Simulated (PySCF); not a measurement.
A calculated (BHandHLYP, PySCF 2.14, ANO-RCC-VTZP, scalar relativity by spin-free X2C-1e) atom or ion has these occupied shells.

| shell | electrons | orbital energy (eV) | rms radius, mean of both spins (bohr) |
| --- | --- | --- | --- |
| 1s α | 1 | -3196.0 | 0.0991 |
| 1s β | 1 | -3195.7 | 0.0991 |
| 2s α | 1 | -331.94 | 0.448 |
| 2s β | 1 | -331.66 | 0.448 |
| 2p α | 3 | -260.10 | 0.418 |
| 2p β | 3 | -259.63 | 0.418 |
| 3s α | 1 | -43.375 | 1.48 |
| 3s β | 1 | -40.967 | 1.48 |
| 3p α | 3 | -26.206 | 1.69 |
| 3p β | 2 | -24.998 | 1.69 |

Q: Name the element and its charge.

A: Ar+ (argon, charge +1), in [Ne] 3s2 3p5, 2P determinant.
